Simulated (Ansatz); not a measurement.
Start from `O=C(Cl)C(F)(F)F` and change one atom or group to get `O=CCC(F)(F)F`.

Ansatz, PBE0-D4/def2-TZVP geometries, multiplicity 1. Each molecule was computed in one conformer, which needn't be the lowest.

```csv
property,`O=C(Cl)C(F)(F)F`
size of the dipole moment (PBE/def2-TZVPP) / D,0.83
LUMO energy (PBE0/def2-TZVPP) / eV,-2.24
HOMO energy (PBE0/def2-TZVPP) / eV,-9.50
HOMO–LUMO gap (B3LYP/def2-TZVPP) / eV,6.74
size of the dipole moment (B3LYP/def2-TZVPP) / D,0.92
HOMO–LUMO gap (PBE/def2-TZVPP) / eV,4.55
```

What does the change do to each property? (Estimate.)

The calculation gave: 
| property | `O=CCC(F)(F)F` | shift |
| --- | --- | --- |
| size of the dipole moment (PBE/def2-TZVPP) / D | 1.43 | 0.60 |
| LUMO energy (PBE0/def2-TZVPP) / eV | -1.38 | 0.86 |
| HOMO energy (PBE0/def2-TZVPP) / eV | -8.12 | 1.38 |
| HOMO–LUMO gap (B3LYP/def2-TZVPP) / eV | 6.22 | -0.52 |
| size of the dipole moment (B3LYP/def2-TZVPP) / D | 1.49 | 0.57 |
| HOMO–LUMO gap (PBE/def2-TZVPP) / eV | 3.89 | -0.66 |

With PBE0 the HOMO rises by 1.38 eV and the LUMO rises by 0.86 eV, so the gap narrows by about 0.52 eV. PBE moves the HOMO by 1.39 eV and ωB97M-V by 1.26 eV. The zero-point energy changes by 96.9 kJ/mol with +9 modes. Dipoles are sizes alone; their direction can turn.

B3LYP here is the variant with VWN-RPA as its local correlation; programs differ in this.
